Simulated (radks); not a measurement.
The numbers below are computed, except where a source is named.
Coulomb parameter of the 4f shell of the terbium ion Tb3+ in the model configuration [Xe] 4f6.5 5d1.5, as a second difference U = [E(n + 1) + E(n - 1) - 2 E(n)] / (1)^2 with all orbitals relaxed. "Bare": the charge of the atom changes with n. "Screened": the 5d shell takes up the change at fixed total charge, which measures U(4f,4f) + U(5d,5d) - 2 U(4f,5d). Level of theory: Dirac Kohn-Sham, PBEsol, spin-unpolarised, spherical densities, finite nucleus; open shells are shared between the two j in proportion to 2j + 1; Fermi nuclear charge, rms radius 5.06 fm (a radial shooting solver on a logarithmic mesh with Libxc functionals).

\begin{tabular}{lrr}
case & configuration & E - E(n) (eV) \\ \hline
start & [Xe] 4f6.5 5d1.5 & 0.000 \\
bare +1 & [Xe] 4f7.5 5d1.5 & -35.525 \\
bare -1 & [Xe] 4f5.5 5d1.5 & 55.811 \\
screened +1 & [Xe] 4f7.5 5d0.5 & -14.821 \\
screened -1 & [Xe] 4f5.5 5d2.5 & 20.830 \\
\end{tabular}

U(bare) = 20.286 eV, U(screened by 5d) = 6.009 eV.
